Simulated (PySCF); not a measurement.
Species: BF3.
SMILES: `FB(F)F`

Computed, not measured: PySCF, PBE0-D3(BJ)/def2-SVP geometry optimisation, gas phase.

Take the most abundant isotopes and a rigid rotor. 

(1) Give the principal moments of inertia and the rotational constants in cm⁻¹.

(2) Classify the top.

(3) What does the inertial defect say?

## Answers

(1) Ia = 48.93, Ib = 48.96, Ic = 97.89 u·Å²; 505379 MHz·u·Å²/I gives 10329, 10323 and 5163 MHz, that is A = 0.34453, B = 0.34433, C = 0.17222 cm⁻¹.

(2) An oblate symmetric top, as the point group D3h requires two equal moments; the computed ones differ by 0.06 % because the geometry is symmetric only within the optimiser's tolerance. Ray's parameter κ = (2B − A − C)/(A − C) = 0.998; −1 is the prolate and +1 the oblate limit.

(3) Planar: Δ = Ic − Ia − Ib = 0.00 u·Å². For a rigid frame Δ = −2 Σ m c², so it vanishes when all atoms lie in the ab plane; here none is more than 0.01 Å from it.

The point group D3h allows no dipole (computed: 0.00 D), so a rigid rotor has no electric-dipole lines.

No frequency check. Zero-point vibration and centrifugal distortion are left out.

Time: 5.9 s wall; peak memory 0.26 GiB. Hardware: one thread, Arm Neoverse V2 (aarch64) (shared host). That covers the optimisation of the geometry.
